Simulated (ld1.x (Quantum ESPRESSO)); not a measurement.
## Transferability test, RRKJ potential for nitrogen (N)

nitrogen, norm-conserving RRKJ (Kleinman–Bylander form), made with ld1.x (Quantum ESPRESSO) 7.5 (LDA (PZ), non-relativistic). Core [He], reference 2s2 2p2 (charge +1). Waves: 2s (bound): rc 0.75 bohr; 2p (bound): rc 1.20 bohr; 3d channel at 0.2 Ry: rc 1.20 bohr. Local part: the d channel. Core correction: Bessel-smoothed model core, default radius (core density twice the valence density).

Energies are relative to the spin-unpolarised reference configuration 2s2 2p2; without spin polarisation the order of configurations can differ from experiment. Spin-polarised rows fill each open shell by Hund’s rule, majority spin first.

Q: Give the all-electron excitation energy and the error of the potential for: 2s2 2p3; 2s2 2p1; 2s2 2p0; 2s1 2p0; 2s2 2p2.5; 2s1 2p4; 2s0 2p5; 2s2 2p2 (spin-polarised); 2s2 2p3 (spin-polarised).

A:

| valence configuration | charge | ΔE all-electron (eV) | error AE − PS (meV) |
| --- | --- | --- | --- |
| 2s2 2p3 | 0 | -13.737 | +4.7 |
| 2s2 2p1 | +2 | 28.975 | +25 |
| 2s2 2p0 | +3 | 76.142 | +183 |
| 2s1 2p0 | +4 | 153.567 | +394 |
| 2s2 2p2.5 | +0.5 | -8.568 | +1.9 |
| 2s1 2p4 | 0 | -2.563 | +22 |
| 2s0 2p5 | 0 | 8.655 | +58 |
| 2s2 2p2 (spin-polarised) | +1 | -1.689 | +33 |
| 2s2 2p3 (spin-polarised) | 0 | -16.630 | +57 |

Levels in the configuration 2s2 2p3 (spin-polarised):

| level | all-electron (eV) | pseudo (eV) |
| --- | --- | --- |
| 2s up | -19.555 | -19.594 |
| 2p up | -8.350 | -8.370 |
| 2s down | -15.377 | -15.286 |
